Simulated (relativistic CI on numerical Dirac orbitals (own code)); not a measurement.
## Lu37+: sensitivity of the levels to the model

Base calculation: Dirac-Coulomb-Breit CI, orbitals from a KLI potential per configuration, model QED, unscaled Slater integrals.

Configurations in the expansion (outside the closed core [Ar] 3d10): 4s²4p⁴, 4s4p⁵, 4s²4p³4d, 4p⁶, 4s4p⁴4d, 4s²4p³4f, 4s4p⁴4f, 4p⁵4d, 4s4p³4d², 4s²4p²4d4f, 4p⁵4f, 4p⁴4d4f, 4s4p³4f², 4s²4p³5s, 4p⁵5s, 4s²4p³5p, 4s4p³4d5s, 4s²4p²4f5s, 4s4p⁴5s, 4s²4p³5d, 4s4p⁴5p, 4s²4p³5f, 4s²4p³5g, 4s4p⁴5d, 4p⁴4f5s, 4s4p⁴5f, 4s²4p³6s, 4s²4p²4d², 4s²4p4d³, 4s4p²4d³, 4s²4p4d²4f, 4s4p²4d²4f, 4s²4p4d²5s, 4p⁴4d², 4p³4d³, 4p³4d²4f, 4p³4d²5s, 4s²4p²4d5s, 4s4p²4d²5s, 4s²4p4d4f5s, 4s4p²4d4f5s, 4s²4p4d5s², 4p⁴4d5s, 4p³4d4f5s, 4p³4d5s², 4s²4p²5s², 4s4p²4d5s², 4s²4p4f5s², 4s4p²4f5s². Double excitations out of closed p, d and f shells are left out; levels of such configurations are missing from the list, as are those of other unlisted configurations, and high levels can miss mixing partners. These lack a partner that the ground configuration has and come out too high: 4s²4p³5p, 4s²4p³5d, 4s4p⁴5p, 4s²4p³5f, 4s²4p³5g.

The lowest level and the first level of each name with at least 55 % of one term (blank where a level has no safe partner in the second run):

| Level | Base (cm⁻¹) | Shift (cm⁻¹) |
| --- | --- | --- |
| 4s²4p⁴ ³P2 | 0 | 0 |
| 4s²4p⁴ ¹S0 | 69360 | -4 |
| 4s²4p⁴ ³P1 | 588819 | +14 |
| 4s²4p⁴ ¹D2 | 624127 | +13 |
| 4s²4p³4d ³P°0 | 1167649 | -10 |
| 4s²4p⁴ ³P0 | 1241441 | +26 |
| 4s²4p³4d ³G°5 | 1890869 | -32 |
| 4s4p⁴4d ³D1 | 2526791 | +156 |
| 4s4p⁴4d ⁵F5 | 2548978 | +114 |
| 4s4p⁴4d ³P0 | 2554141 | +177 |

At this charge energies of transitions that change n are usually good to better than 1 %, and those within a shell (Δn = 0) to a few per cent.

Task: One thing was changed in a second run, which moved the levels as shown. Which?
A. valence Slater integrals scaled by 0.9
B. Breit term removed
C. one mean potential for all configurations
D. configuration mixing switched off
E. QED terms removed

Result: C. One mean potential for all configurations. One potential for all configurations removes the relaxation of the orbitals, which moves whole configurations and changes the integrals a little.

LS names give the leading component of a level, which can be under half, so a name can repeat, a term be missing and a line seem to break the LS rules.
